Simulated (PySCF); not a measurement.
## Magnetic susceptibility: `C[Se]C[Si+](C)C`, [C4H11SeSi]+, charge +1

Cartesian coordinates in Å; atom numbers follow the order of the lines, from 1:
```xyz
17

C    -2.5775   -0.2742    0.8110
Se   -1.0913   -1.4987    0.5258
C    -0.4509   -0.8152   -1.2517
Si    0.9100    0.0911   -0.3216
C     2.4745   -0.8804    0.0917
C     0.6107    1.8956    0.1499
H    -3.2374   -0.3127   -0.0524
H    -3.1091   -0.6337    1.6895
H    -2.2265    0.7386    0.9890
H    -0.1582   -1.6524   -1.8784
H    -1.2308   -0.2339   -1.7332
H     2.4790   -1.8543   -0.3984
H     3.3661   -0.3432   -0.2249
H     2.5634   -1.0503    1.1640
H     1.1245    2.1506    1.0756
H     0.9930    2.5600   -0.6234
H    -0.4465    2.1250    0.2767
```

Total charge +1.

The calculation used GIAO KT3/pcSseg-1 magnetisability, rotational g tensor and spin-rotation constants, non-relativistic, gas phase (PySCF). Geometry: GFN2-xTB.

The calculation is non-relativistic, which matters for the atoms heavier than Zn. For an ion the centre-of-mass motion in the field is neglected.

(1) How diamagnetic is it, and how anisotropic?

(2) Split it along the inertial axes a, b, c into diamagnetic and paramagnetic parts about the centre of mass, with the quadrupole moment.

(3) And the rotational g tensor?

Answers

(1) Isotropic -1623 × 10⁻³⁰ J/T², or -97.8 × 10⁻⁶ cm³/mol; principal values -1814, -1586, -1470 × 10⁻³⁰ J/T², anisotropy 303 × 10⁻³⁰ J/T² (root of half the summed squared differences of the principal values). The susceptibility is in cgs units.

(2) 
```tsv
axis	χ (10⁻⁶ cm³/mol)	diamagnetic (10⁻⁶ cm³/mol)	paramagnetic (10⁻⁶ cm³/mol)	summed x² of all electrons (Å²)	quadrupole Θ (D Å)
a	-93.1	-577.6	484.5	210.1	+13.19
b	-107.1	-1062.9	955.8	95.7	-3.13
c	-93.1	-1297.5	1204.4	40.4	-10.06
```
Anisotropies 2χaa − χbb − χcc = +14.0 and 2χbb − χaa − χcc = -28.1 × 10⁻⁶ cm³/mol. Θ is traceless in Buckingham's convention.

(3) 
| axis | rotational constant (GHz) | g | nuclear part | electronic part |
| --- | --- | --- | --- | --- |
| a | 2.7418 | +0.0104 | 0.6345 | -0.6241 |
| b | 1.2170 | +0.0181 | 0.5646 | -0.5465 |
| c | 0.9950 | +0.0101 | 0.5732 | -0.5630 |

Asymmetric top; isotopes 12C, 1H, 80Se, 28Si; no vibrational averaging.
